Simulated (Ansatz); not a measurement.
System: GaCl2 (charge -1, singlet). SMILES of the parent species: [Cl][Ga][Cl]
Geometry from a B3LYP-D3(BJ)/def2-TZVP (Ansatz, a program for electronic structure) optimisation:
```xyz
3

Ga     0.8051    -0.0145    -0.0903
Cl    -0.8525     1.3552    -1.1893
Cl    -0.6156    -1.3288     1.3539
```
Charge -1, spin multiplicity 1.

Parts of the frozen-core correlation energy in STO-3G (Ansatz, hartree). Frozen orbitals: 24; correlated occupied orbitals by spin: 9 and 9; virtual: 3 and 3. Spin-orbit coupling is left out. No relativistic terms. The restricted reference is unstable. The program attaches cautions to this run: above unrestricted.

| term | value |
|---|---|
| reference (HF) | -2810.06995 |
| MP2 opposite-spin | -0.02233 |
| MP2 same-spin | … |
| CCSD correlation | … |
| (T) | … |
| FCI minus CCSD(T) | 0.00208 |
| T1 diagnostic | 0.009 |
| largest doubles amplitude | 0.093 |

Problem. Some entries are withheld; supply them.

Solution. 
- MP2 same-spin, value: -0.00216
- CCSD correlation, value: -0.03457
- (T), value: -0.00091
